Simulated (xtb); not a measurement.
CuF, charge +1, doublet, geometry from GFN2-xTB (such geometries of metal compounds can be far from the true shape) (the multiplicity is a formal guess).

The xtb input:
```
$ xtb mol.xyz --gfn 0 --chrg 1 --uhf 1 --alpb methanol --json

# file mol.xyz
2

Cu    -0.00000000    -0.00000000    -0.40706850
F      0.00000000     0.00000000     1.31166518
```

**Question.** What does this run give for the partial charges in atom order, total energy?

**Answer.** 
```yaml
partial_charges_in_atom_order: Cu1 0.85, F2 0.15
total_energy: -6.6295 Eh
```
